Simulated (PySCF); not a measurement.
`[BH3-][P+](C)(C)C=C`, C$_{4}$H$_{12}$BP

Geometry:
```csv
atom,x (Å),y (Å),z (Å)
B1,0.081,-1.010,1.818
P2,0.205,-0.209,0.073
C3,1.041,-1.213,-1.215
C4,1.154,1.365,0.017
C5,-1.336,0.235,-0.779
C6,-2.245,1.017,-0.219
H7,1.218,-1.188,2.134
H8,-0.479,-0.205,2.495
H9,-0.537,-2.017,1.668
H10,1.099,-0.682,-2.165
H11,0.485,-2.140,-1.346
H12,2.044,-1.460,-0.872
H13,2.145,1.179,0.426
H14,0.650,2.096,0.647
H15,1.235,1.750,-0.998
H16,-1.503,-0.213,-1.751
H17,-3.175,1.265,-0.707
H18,-2.091,1.435,0.763
```

Theory: GIAO PBE/3-21G magnetisability, rotational g tensor and spin-rotation constants, non-relativistic, gas phase in PySCF. Geometry: GFN2-xTB.

Task: How diamagnetic is it, and how anisotropic?

Result: Isotropic -1369 × 10⁻³⁰ J/T², or -82.4 × 10⁻⁶ cm³/mol; principal values -1478, -1338, -1289 × 10⁻³⁰ J/T², anisotropy 170 × 10⁻³⁰ J/T² (root of half the summed squared differences of the principal values). The susceptibility is in cgs units.

Task: Split it along the inertial axes a, b, c into diamagnetic and paramagnetic parts about the centre of mass, with the quadrupole moment.

Result: 
| axis | χ (10⁻⁶ cm³/mol) | diamagnetic (10⁻⁶ cm³/mol) | paramagnetic (10⁻⁶ cm³/mol) | summed x² of all electrons (Å²) | quadrupole Θ (D Å) |
| --- | --- | --- | --- | --- | --- |
| a | -80.6 | -527.0 | 446.4 | 106.7 | +6.77 |
| b | -82.4 | -692.2 | 609.8 | 67.8 | -10.70 |
| c | -84.2 | -740.4 | 656.2 | 56.4 | +3.92 |

Anisotropies 2χaa − χbb − χcc = +5.5 and 2χbb − χaa − χcc = -0.1 × 10⁻⁶ cm³/mol. Θ is traceless in Buckingham's convention.

Task: And the rotational g tensor?

Result: 
```
axis  rotational constant (GHz)        g  nuclear part  electronic part
   a                     3.1375  -0.0155        0.6425          -0.6580
   b                     2.1679  +0.0016        0.6227          -0.6210
   c                     2.0134  -0.0049        0.6158          -0.6207
```
Asymmetric top; isotopes 11B, 12C, 1H, 31P; no vibrational averaging.
